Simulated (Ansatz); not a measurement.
`[CH3][In]([CH3])[SiH3]` + `[Cl][Ga]([Cl])[I]` → `[CH3][In]([CH3])[I]` + `[SiH3][Ga]([Cl])[Cl]`  (redistribution)

Gas-phase electronic energies from Ansatz, PBE0-D4/def2-TZVP geometries. CCSD(T)/CBS is the MP2 limit (def2-TZVPP, def2-QZVPP) plus CCSD(T) − MP2 in def2-TZVPP, frozen cores. Functionals use def2-TZVPP. B3LYP here is the variant with VWN-RPA as its local correlation; programs differ in this. def2 core potentials past Kr. For Ga, I, In outer-core shells are correlated without core-valence functions, which leaves a few kJ/mol of doubt a bond. Scalar relativity is left out up to krypton.

```tsv
level	ΔE (kJ/mol)	difference from CCSD(T)/CBS
PBE-D4	-50.6	4.5
revPBE-D4	-48.7	6.4
BLYP-D4	-54.1	1.0
r2SCAN-D4	-53.0	2.1
ωB97M-V	-50.7	4.4
PBE-QIDH	-48.9	6.2
BLYP	-56.0	-0.9
r2SCAN	-53.1	2.0
PBE0	-50.9	4.2
B3LYP	-55.2	-0.1
r2SCANh	-52.6	2.5
CCSD/def2-SVP	-44.9	10.2
CCSD(T)/def2-SVP	-43.8	11.3
HF/def2-TZVPP	-57.1	-2.0
CCSD(T)/def2-TZVPP	-46.4	8.7
MP2/def2-QZVPP	-52.4	2.7
CCSD(T)/CBS	-55.1	0
```

Largest T1 diagnostic among the species: 0.012.

In def2-TZVPP, CCSD(T) changes the Hartree–Fock value by +10.8 kJ/mol (the triples alone add +0.9 kJ/mol) and MP2 by +10.1 kJ/mol. At CCSD(T), def2-SVP lies +11.3 kJ/mol from the extrapolated value and def2-TZVPP +8.7 kJ/mol.

CCSD(T)/CBS has its own doubt, a few kJ/mol and more with outer-core shells, so smaller differences from it don't rank the levels.
